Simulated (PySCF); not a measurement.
**Exercise with solution: chemical shift, span and skew from a shielding tensor**

C4H6ClF, SMILES C=CC[C@H](F)Cl. Atoms are numbered in the order given.

```xyz
12

C      3.0377     0.0525     0.4220
C      1.9014    -0.5549     0.0724
C      0.7089     0.1428    -0.5208
C     -0.5314    -0.0243     0.3419
F     -0.8348    -1.3475     0.4713
Cl    -1.9411     0.8292    -0.3928
H      3.8758    -0.5056     0.8478
H      3.1763     1.1305     0.2874
H      1.7939    -1.6351     0.2223
H      0.9033     1.2182    -0.6486
H      0.4674    -0.2735    -1.5143
H     -0.4051     0.4009     1.3486
```
Charge 0, spin multiplicity 1.

Geometry: B3LYP-D3(BJ)/def2-SVP. The structure was generated by enumeration; whether it is a known compound was not checked. Other conformers were not sampled.

GIAO shieldings from PBE/pcSseg-1 in PySCF, non-relativistic, no solvent. The symmetric part of the tensor of C3 has the principal values 103.6, 125.4, 153.8 ppm. The same nucleus in TMS has σ = 182.0 ppm at this level (PySCF, at its B3LYP-D3(BJ)/def2-TZVP geometry). Without spin–orbit terms, shifts of atoms bonded to Cl or Br come out too high.

Question: Work out the isotropic shielding, the ¹³C shift against TMS, the span and the skew.

Answer: 
σ(iso) = (σ11 + σ22 + σ33)/3 = 127.6 ppm. δ = σ(ref) − σ(iso) = 182.0 − (127.6) = 54.4 ppm.
Span Ω = σ33 − σ11 = 50.2 ppm. Skew κ = 3(σ(iso) − σ22)/Ω = 0.13. Tumbling in solution averages the tensor to δ; in a static solid the shielding alone would spread this spin-1/2 line over Ω.
